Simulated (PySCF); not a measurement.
**A small calculation by hand: entropy of an ideal gas**

Zn(F)(SeH) (FHSeZn), SMILES [F][Zn][SeH].

The structure is a stationary point at B3LYP-D3(BJ)/def2-TZVP. One conformer was computed; it need not be the lowest.

PySCF 2.14.0 with B3LYP-D3(BJ)/def2-TZVP gives the harmonic wavenumbers 114, 120, 272, 600, 659, 2392 cm⁻¹ and the rotational temperatures 11.2177, 0.0713, 0.0709 K. The molar mass is 164.36 g/mol, the symmetry number 1, the spin multiplicity 1.

**Question.** Work out the entropy at 298.15 K and 1 atm in the rigid-rotor, harmonic-oscillator model.

**Answer.** 
Translation (Sackur–Tetrode at 1 atm): S = R[1.5 ln M + 2.5 ln T − 1.16487] = 172.4 J/(mol K).
Rotation: q = (√π/σ) T^1.5/√(θA θB θC) = 38300, S = R[ln q + 3/2] = 100.2 J/(mol K).
Vibration: with u = 1.4388 ν/T, each mode gives R[u/(e^u − 1) − ln(1 − e^−u)]:
| ν (cm⁻¹) | modes | u | S (J/(mol K)) |
|---|---|---|---|
| 114 | 1 | 0.55 | 13.39 |
| 120 | 1 | 0.58 | 12.97 |
| 272 | 1 | 1.31 | 6.63 |
| 600 | 1 | 2.90 | 1.88 |
| 659 | 1 | 3.18 | 1.50 |
The stiffer modes add less than 0.005 each. Sum 36.4 J/(mol K).
Spin: R ln 1 = 0.0 J/(mol K).
Total 309.0 J/(mol K); the program's own thermochemistry gives 309.0. Translation makes up 56 % and vibration 12 %. Anharmonicity, hindered rotation and orbital degeneracy are left out.
